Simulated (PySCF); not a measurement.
**MFCl across group 13**

Level: PBE0, basis family def2-TZVP, scalar-relativistic core potentials from Rb on and no relativity for lighter atoms.

Each entry is the lowest minimum that a search over a few typed start shapes (and spin states, where more than one is plausible) found, or that minimum re-optimised at the stated level; isomers with ligand–ligand bonds, or fragments after loss of a ligand pair, can lie lower. Open shells are unrestricted; no spin–orbit coupling; PySCF with density fitting.

```csv
molecule,2S+1,point group,mean bond to the central atom (Å),polar-tensor charge of the central atom,atomisation (kJ/mol),dipole (D)
BFCl,2,Cs,1.519,0.86,1064,0.17
AlFCl,2,Cs,1.874,1.05,950,1.64
GaFCl,?,?,?,?,?,?
InFCl,2,Cs,2.155,1.14,700,2.90
```

Q: Fill in the row of GaFCl.

A: 2S+1: 2; point group: Cs; mean bond to the central atom (Å): 1.958; polar-tensor charge of the central atom: 1.08; atomisation (kJ/mol): 781; dipole (D): 2.10.

Left out of the table are members whose search was unfinished or whose lowest solution was spin-contaminated, unstable, very soft or bonded differently.
